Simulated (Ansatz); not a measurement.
Coupled-cluster diagnostics for B8H14, Ansatz.

Geometry of the singlet (r2SCAN-D4/def2-SVP):

```tsv
atom	x (Å)	y (Å)	z (Å)
B1	1.268	-0.221	-1.083
B2	-0.102	0.710	-1.493
B3	-1.274	0.333	-0.145
B4	0.620	-1.381	0.057
B5	2.353	-1.194	-0.062
B6	-0.520	-0.644	1.095
B7	-0.218	1.798	-0.112
B8	-2.110	0.135	1.354
H9	1.592	-1.965	0.739
H10	-0.925	2.775	-0.020
H11	2.297	0.175	-1.578
H12	-2.114	0.995	2.197
H13	3.005	-1.966	-0.724
H14	-0.526	-0.895	2.275
H15	-0.543	0.848	-2.608
H16	-1.506	-0.418	-1.075
H17	0.095	-2.272	-0.587
H18	-2.469	0.766	0.190
H19	2.939	-0.418	0.659
H20	0.649	1.659	0.734
H21	-2.865	-0.808	1.453
H22	0.356	1.990	-1.264
```

Correlated methods freeze 8 core orbitals. Another isomer (singlet) lies 2.89 eV lower at PBE0-D4/def2-TZVP; other spin states weren't run for this one.

(1) Estimate the CCSD(T) correlation energy, the shares of MP2 and (T), T1 and the reference's ⟨S²⟩ for: charge 0, singlet, own geometry in def2-SVP; and the rough time on 4 threads of Arm Neoverse V1 on a shared host.

Answers

(1) 
```
                          state     basis  correlation (eV)  MP2 share (%)  (T) share (%)     T1  ⟨S²⟩ (pure)  wall time
charge 0, singlet, own geometry  def2-SVP           -25.580           85.1            3.8  0.014  0.00 (0.00)       81 s
```
Customary marks for T1 are 0.02 (closed shells), 0.045 (open shells) and about 0.05 (3d metals). T1 stays under 0.02 throughout.
